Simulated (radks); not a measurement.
The numbers below are computed, except where a source is named.
Question: These are the eigenvalues of the occupied orbitals of an atom or ion with whole-number occupations (Ry). Level of theory: Dirac Kohn-Sham, BLYP, spin-unpolarised, spherical densities, finite nucleus; Fermi nuclear charge, rms radius of each element as measured or else 0.836 A^(1/3) + 0.57 fm (a radial shooting solver on a logarithmic mesh with Libxc functionals).

1s1/2: -1383.289
2s1/2: -194.5623
2p1/2: -178.6845
2p3/2: -171.6404
3s1/2: -33.51521
3p1/2: -27.53801
3p3/2: -26.39699
3d3/2: -15.83496
3d5/2: -15.62253
4s1/2: -5.56189
4p1/2: -3.90324
4p3/2: -3.74541
4d3/2: -1.40325

Which element is it, and in what charge state? The configuration may be excited. Open shells, if any, fill j = l - 1/2 first.

Answer: Z = 41, niobium, charge +2: Nb2+ in [Kr] 4d3. The list shows which subshells hold electrons but not how many an open one holds; the 1s level, -691.64 hartree, gives Z - s = 37.2 by -(Z - s)^2/2, which with screening and relativity narrows Z to a few neighbours, and the depths of the outer levels then fix element, charge and occupations together.
